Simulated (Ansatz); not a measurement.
`[Cl][GeH2][Cl]` + `O[SiH2]F` → `F[SiH2][O][GeH2][Cl]` + HCl at 700 K and 1 bar (ligand exchange at a Ge–Cl bond).

Computed with Ansatz on PBE0-D4/def2-TZVP structures; ΔE is electronic, products minus reactants. CCSD(T)/CBS adds triple-zeta CCSD(T) − MP2 to the extrapolated MP2 energy (def2 sets, frozen cores). This one scheme is used for every species. For Ge outer-core shells are correlated without core-valence functions, which leaves a few kJ/mol of doubt a bond. Scalar relativity is left out up to krypton. Each species was taken in one conformer, which may not be the lowest.

```
               species  CCSD(T)/CBS energy (Eh)  H − E (kJ/mol)  S (J/(mol·K))
      `[Cl][GeH2][Cl]`              -2996.94498            95.7          367.9
            `O[SiH2]F`               -465.96250           137.3          346.2
`F[SiH2][O][GeH2][Cl]`              -3002.51804           191.4          505.6
                   HCl               -460.38127            38.4          211.8
```

H − E and S are ideal-gas, rigid-rotor, harmonic terms from PBE0-D4/def2-TZVP, for one conformer and one mirror image of each species. 1 Eh = 2625.50 kJ/mol, R = 8.31446 J/(mol·K).

By hand: ΔE, ΔH, ΔS and ΔG.

ΔE = (-3002.51804) + (-460.38127) − (-2996.94498) − (-465.96250) = 0.00817 Eh = 21.5 kJ/mol. Δ(H − E) = 191.4 + 38.4 − 95.7 − 137.3 = -3.2, so ΔH = 18.3 kJ/mol. ΔS = 505.6 + 211.8 − 367.9 − 346.2 = 3.3 J/(mol·K). ΔG = 18.3 − 700 × (3.3)/1000 = 16.0 kJ/mol.

By hand: the equilibrium constant, and the temperature at which ΔG would vanish if ΔH and ΔS stayed fixed.

log₁₀ K = −ΔG/(RT ln 10) = -1.2. ΔG = 0 at ΔH/ΔS = 5545 K, far beyond where these terms or the molecules hold.

The number of gas molecules stays the same, so ΔS is small and ΔH decides. A doubt of 5 kJ/mol in ΔE shifts log₁₀ K by 0.4 here. Other conformers and mirror images would add mixing entropy, several J/(mol·K) or more a flexible species. Modes under 60 cm⁻¹, often nearly free rotors, make the harmonic entropy too high. These are equilibria of isolated gas molecules and say nothing of rates. Largest T1 diagnostic: 0.011 (customary marks: 0.02 for closed shells, 0.045 for open ones).
